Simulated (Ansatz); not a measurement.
Consider the cleavage of the Al–Si bond: `[OH][Al]([SiH3])[Br]` + HCl → `[OH][Al]([Cl])[Br]` + SiH₄.

Computed with Ansatz on PBE0-D4/def2-TZVP structures; ΔE is electronic, products minus reactants. CCSD(T)/CBS adds triple-zeta CCSD(T) − MP2 to the extrapolated MP2 energy (def2 sets, frozen cores). This one scheme is used for every species. Functionals use def2-TZVPP. For Br outer-core shells are correlated without core-valence functions, which leaves a few kJ/mol of doubt a bond. Scalar relativity is left out up to krypton. One conformer a species, not always the lowest.

`[OH][Al]([SiH3])[Br]`:

Cartesian coordinates in Å:
```
O 1.177 -0.693 1.767
Al -0.153 -0.090 0.923
Si -0.045 0.254 -1.482
Br -2.046 0.387 2.073
H 1.185 -0.851 2.710
H -1.006 -0.656 -2.163
H 1.318 -0.006 -2.019
H -0.430 1.654 -1.810
```

HCl:

Z-matrix (Å, degrees):
```
Cl
H 1 1.279
```

`[OH][Al]([Cl])[Br]`:

Z-matrix (Å, degrees):
```
Al
O 1 1.678
Br 1 2.238 2 121.5
Cl 1 2.071 2 118.4 3 180.0
H 2 0.956 1 122.9 3 0.0
```

SiH₄:

```xyz
5

Si    0.000    0.000    0.000
H    -1.083   -0.203    0.994
H     0.016    1.420   -0.431
H    -0.239   -0.872   -1.177
H     1.307   -0.345    0.614
```

CCSD(T)/CBS gives -144.8 kJ/mol.

Problem. Another level gave -125.1 kJ/mol. Which?
A. MP2/def2-TZVPP
B. LC-ωPBE/def2-TZVPP
C. PBE-D4/def2-TZVPP
D. r2SCAN0-D4/def2-TZVPP

Solution. C. PBE-D4 -125.1, LC-ωPBE -140.1, r2SCAN0-D4 -146.8, MP2/def2-TZVPP -153.2 kJ/mol.

Problem. What do rigid-rotor, harmonic-oscillator terms from PBE0-D4/def2-TZVP frequencies (298.15 K, 1 bar) make of the CCSD(T)/CBS value? (Estimate.)

Solution. Computed: ΔZPE = +3.5 kJ/mol, ΔH = -144.3 kJ/mol, ΔS = -24 J/(mol·K), ΔG = -137.2 kJ/mol. Modes under 50 cm⁻¹ make the entropy rough.

Largest T1 diagnostic among the species: 0.011.

In def2-TZVPP, CCSD(T) changes the Hartree–Fock value by +21.8 kJ/mol (the triples alone add +2.2 kJ/mol) and MP2 by +11.2 kJ/mol. Leaving LDA and LC-ωPBE aside and taking each functional with its dispersion term where it has one, the values, not all of them listed here, spread over 26.4 kJ/mol, from BHLYP-D4 to PBE-D4.

CCSD(T)/CBS has its own doubt, a few kJ/mol and more with outer-core shells, so smaller differences from it don't rank the levels.
